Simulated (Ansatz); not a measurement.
C2H9FSi2 can be A, `CC[SiH](F)[SiH3]`, or B, `CC(F)([SiH3])[SiH3]`.

Program: Ansatz. Geometries: PBE0-D4/def2-TZVP. ΔE: electronic, gas phase. CCSD(T)/CBS adds triple-zeta CCSD(T) − MP2 to the extrapolated MP2 energy (def2 sets, frozen cores). Functionals use def2-TZVPP. B3LYP here is the variant with VWN-RPA as its local correlation; programs differ in this. Each species was taken in one conformer, which may not be the lowest.

Q: Which isomer does CCSD(T)/CBS put lower? Give the gap. (An estimate is asked.)

A: The calculation gave: A, by 57.7 kcal/mol.

Q: Give E(B) − E(A) in kcal/mol with B3LYP-D4, B2PLYP, PBE0-D4, CCSD/def2-TZVPP, ωB97M-V, r2SCAN-D4, HF/def2-TZVPP. (Estimate.)

A: Ansatz gave: B3LYP-D4 55.8, B2PLYP 57.5, PBE0-D4 57.4, CCSD/def2-TZVPP 57.7, ωB97M-V 55.0, r2SCAN-D4 57.1, HF/def2-TZVPP 59.0. None reverses the order clearly.

Largest T1 diagnostic: 0.012.

The D4 term adds −1.4 kcal/mol with B3LYP and −0.7 kcal/mol with PBE0; it sums over pairs of atoms, weighted by their polarisabilities, and B3LYP, whose exchange is more repulsive, gets the larger term. From PBE to PBE0 (25 % exact exchange), in def2-TZVPP and without D4, E(B) − E(A) moves by +1.7 kcal/mol.
